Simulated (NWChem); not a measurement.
# Lowest excitation of H5NSi

```xyz
7

Si     0.5772     0.0418     0.0000
N     -1.1512    -0.1467     0.0000
H      1.1112    -0.6215    -1.2248
H      1.1112    -0.6215     1.2248
H      1.0995     1.4498     0.0000
H     -1.6724     0.1174    -0.8318
H     -1.6724     0.1174     0.8318
```
Charge 0, spin multiplicity 1.

Everything below was run with NWChem. Structure: optimised with B3LYP/def2-SVP, a minimum by its harmonic frequencies.

Basis set: aug-cc-pVDZ.

Relative cost: rough, from shared machines, SCF included, TD-PBE = 1.

The correlated methods keep 6 core orbitals frozen. B3LYP has NWChem's definition, with VWN1-RPA local correlation. GW and range-separated runs recompute their integrals, the others keep them in memory, which bears on the times. The structure started from a generated list of species. Coupled-cluster values serve here as a point of comparison, not as the truth.

```csv
method,lowest vertical singlet excitation energy (eV),relative cost
TDA-CAM-B3LYP,5.86,under 3
TD-PBE,…,1
CIS,…,under 3
EOM-CCSD,5.96,under 3
TD-B3LYP,…,under 3
```

Q: Fill in the missing entries.

A: 
- TD-PBE, lowest vertical singlet excitation energy (eV): 5.15
- CIS, lowest vertical singlet excitation energy (eV): 6.96
- TD-B3LYP, lowest vertical singlet excitation energy (eV): 5.56
